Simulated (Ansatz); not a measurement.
`Cl[SiH2][SnH3]` + `[NH2][GeH3]` → `Cl[SiH2][NH][GeH3]` + `[SnH4]` at 400 K and 1 bar (cleavage of the Si–Sn bond).

Program: Ansatz. Geometries: PBE0-D4/def2-TZVP. ΔE: electronic, gas phase. CCSD(T)/CBS adds triple-zeta CCSD(T) − MP2 to the extrapolated MP2 energy (def2 sets, frozen cores). def2 core potentials past Kr. For Ge, Sn outer-core shells are correlated without core-valence functions, which leaves a few kJ/mol of doubt a bond. Scalar relativity is left out up to krypton. Each species was taken in one conformer, which may not be the lowest.

```json
{"species": "`Cl[SiH2][SnH3]`", "CCSD(T)/CBS energy (Eh)": "-965.91563", "H − E (kJ/mol)": "132.5", "S (J/(mol·K))": "381.7"}
{"species": "`[NH2][GeH3]`", "CCSD(T)/CBS energy (Eh)": "-2133.81884", "H − E (kJ/mol)": "149.5", "S (J/(mol·K))": "296.9"}
{"species": "`Cl[SiH2][NH][GeH3]`", "CCSD(T)/CBS energy (Eh)": "-2883.36260", "H − E (kJ/mol)": "188.3", "S (J/(mol·K))": "403.0"}
{"species": "`[SnH4]`", "CCSD(T)/CBS energy (Eh)": "-216.39156", "H − E (kJ/mol)": "85.2", "S (J/(mol·K))": "244.6"}
```

H − E and S are ideal-gas, rigid-rotor, harmonic terms from PBE0-D4/def2-TZVP, for one conformer and one mirror image of each species. 1 Eh = 2625.50 kJ/mol, R = 8.31446 J/(mol·K).

Q: By hand: ΔE, ΔH, ΔS and ΔG.

A: ΔE = (-2883.36260) + (-216.39156) − (-965.91563) − (-2133.81884) = -0.01969 Eh = -51.7 kJ/mol. Δ(H − E) = 188.3 + 85.2 − 132.5 − 149.5 = -8.5, so ΔH = -60.2 kJ/mol. ΔS = 403.0 + 244.6 − 381.7 − 296.9 = -31.0 J/(mol·K). ΔG = -60.2 − 400 × (-31.0)/1000 = -47.8 kJ/mol.

Q: By hand: the equilibrium constant, and the temperature at which ΔG would vanish if ΔH and ΔS stayed fixed.

A: log₁₀ K = −ΔG/(RT ln 10) = 6.2. ΔG = 0 at ΔH/ΔS = 1942 K.

ΔH outweighs TΔS. A doubt of 5 kJ/mol in ΔE shifts log₁₀ K by 0.7 here. Other conformers and mirror images would add mixing entropy, several J/(mol·K) or more a flexible species. Modes under 60 cm⁻¹, often nearly free rotors, make the harmonic entropy too high. These are equilibria of isolated gas molecules and say nothing of rates. Largest T1 diagnostic: 0.013 (customary marks: 0.02 for closed shells, 0.045 for open ones).
